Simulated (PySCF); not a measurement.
In(H)2(SeH) (H3InSe), SMILES [InH2][SeH].

Geometry: PBE0-D3(BJ)/def2-TZVP. The def2 effective core potentials stand for the cores of In; spin–orbit coupling is left out.

Computed with M06-2X/def2-TZVPD (PySCF).

Gas-phase values at a fixed geometry.

Computed frontier levels, gap, dipole moment and polarisability:
```yaml
highest_occupied_level: -8.16 eV
lowest_empty_level: -1.27 eV
orbital_gap: 6.89 eV
dipole_moment: 0.328 e·Å
quadrupole, principal values (traceless, Buckingham form, about the centre of nuclear charge): -3.72, 0.67, 3.04 D·Å
mean_static_polarisability: 70.8 bohr³ (10.49 Å³)
polarisability_principal_values: 55.2, 66.6, 90.5 bohr³
```
